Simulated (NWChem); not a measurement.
**How basis sets differ on TiO2 (titanium dioxide)**

TiO2: 3 atoms, total charge 0, spin state singlet. As SMILES, `[O]=[Ti]=[O]`. The shape is that of a PBE0-D4/def2-TZVP optimisation.

```xyz
3

O     0.9210    0.9288    0.4446
Ti    0.1350   -0.4920    0.3316
O    -1.0561   -0.4368   -0.7762
```

Each level gives the dipole moment (D). The values are calculated.

```
        level             kind  program  value (D)  CPU time
 TPSSh/STO-3G  hybrid meta-GGA   NWChem       4.80     3.1 s
  TPSSh/3-21G  hybrid meta-GGA   NWChem       6.34      17 s
  TPSSh/6-31G  hybrid meta-GGA   NWChem       6.71      51 s
TPSSh/pcseg-1  hybrid meta-GGA   NWChem       6.79      18 s
```

The values span 4.80 to 6.79 D. Sets without polarisation functions give poor dipoles. Times are those of the runs behind each value, whatever else they computed, on shared processors of several kinds: orders of magnitude only.
